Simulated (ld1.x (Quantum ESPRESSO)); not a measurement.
# Cutoff test, Mo (Z = 42), TM

Mo (Z = 42), norm-conserving Troullier–Martins (Kleinman–Bylander form), made with ld1.x (Quantum ESPRESSO) 7.5 (BLYP, scalar-relativistic). Core [Kr], reference 4d5 5s0.5 5p0 (charge +0.5). Waves: 5p (bound, empty): rc 2.65 bohr; 4d (bound): rc 2.35 bohr; 5s (bound): rc 2.10 bohr. Local part: the s channel. Core correction: a·sin(br)/r model core inside 1.45 bohr.

The pseudo-atom Hamiltonian at the reference potential is diagonalised in spherical Bessel functions j_l(qr) that vanish at 20 bohr, with q² up to the cutoff. All-electron valence levels (Ry): 5p -0.2493, 4d -0.5038, 5s -0.5073.

Q: How do the lowest levels (Ry) of each channel move with the cutoff, and are there ghosts?

A:

```tsv
cutoff (Ry)	p #1	d #1	s #1	s #2	f #1	f #2	Σ f·Δε (mRy)
8	-0.2380	-0.1152	-0.4734	-0.0927	0.0225	0.1335	1960.2
12	-0.2464	-0.2098	-0.4944	-0.0970	0.0225	0.1335	1476.3
15	-0.2488	-0.2995	-0.5019	-0.0987	0.0225	0.1335	1024.1
21	-0.2491	-0.4631	-0.5057	-0.0999	0.0225	0.1335	204.6
25	-0.2492	-0.4871	-0.5058	-0.0999	0.0225	0.1334	84.2
35	-0.2493	-0.5034	-0.5067	-0.1000	0.0225	0.1334	2.1
40	-0.2493	-0.5037	-0.5067	-0.1000	0.0225	0.1334	0.6
50	-0.2493	-0.5038	-0.5070	-0.1001	0.0225	0.1334	0.4
400	-0.2493	-0.5038	-0.5073	-0.1001	0.0225	0.1334	0.0
```

Result: no extra level below or beside the all-electron valence levels (p, d, s, f tested); 10 mRy is reached at 35 Ry and 1 mRy at 40 Ry.

Its largest configuration-test error is -587 meV.
